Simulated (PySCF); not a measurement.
InH₃, SMILES [InH3]. Geometry optimised at B3LYP-D3(BJ)/def2-TZVPD. The def2 effective core potentials stand for the cores of In; spin–orbit coupling is left out.

These are B3LYP-D3(BJ)/def2-TZVPD run with PySCF 2.14.0 values and carry that method's errors.

Harmonic wavenumbers (cm⁻¹): 598, 598, 618, 1790, 1790, 1796. Rotational constants (GHz): 111.6, 111.6, 55.80; symmetry number 6.

**Question.** Work out the zero-point energy and the ideal-gas rigid-rotor harmonic-oscillator thermochemistry at 298.15 K and 1 atm.

**Answer.** ZPE = ½ Σ hcν = ½ × 7192 cm⁻¹ = 43.02 kJ/mol. H − E(el) = 54.18 kJ/mol. Entropy in J/(mol K): translation 168.23, rotation 55.34, vibration 5.58, total 229.15. G − E(el) = -14.14 kJ/mol. Cp = 46.41 J/(mol K).
